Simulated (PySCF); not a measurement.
H4O4Si, SMILES `O[Si](O)(O)O`, neutral singlet in the gas phase. 

Cartesian coordinates (Å):
```xyz
9

O     -1.4432    -0.0733     0.7525
Si     0.0078     0.0095     0.0021
O      0.6352     1.5107    -0.1649
O     -0.2193    -0.5678    -1.5114
O      1.0584    -0.8315     0.9320
H     -1.4334    -0.0555     1.7114
H      0.3105     2.0332    -0.9007
H     -0.8362    -1.2960    -1.6062
H      1.9907    -0.6477     0.8021
```
Charge 0, multiplicity 1.

All levels are single points at this geometry (ωB97X-D3(BJ)/def2-TZVP); Pople sets use spherical d functions. Orbital energies aren't observables, and empty levels follow the basis.

| level | HOMO (eV) | LUMO (eV) | gap (eV) | dipole (D) | vertical IE, Delta-SCF (eV) |
|---|---|---|---|---|---|
| PBE-D3(BJ)/def2-TZVP in PySCF | -7.32 | -0.43 | 6.89 | 0.01 | – |
| ωB97X-D3(BJ)/def2-TZVP in PySCF | -11.72 | 2.36 | 14.09 | 0.01 | 11.89 |
| B3LYP/3-21G in PySCF | -7.96 | 1.30 | 9.26 | 0.01 | – |
| B3LYP/6-311+G** in PySCF | -8.97 | -0.71 | 8.26 | 0.01 | – |
| SVWN5/6-31G* in PySCF | -7.00 | 0.13 | 7.13 | 0.01 | – |
| HF/3-21G in PySCF | -13.34 | 5.57 | 18.91 | 0.01 | – |
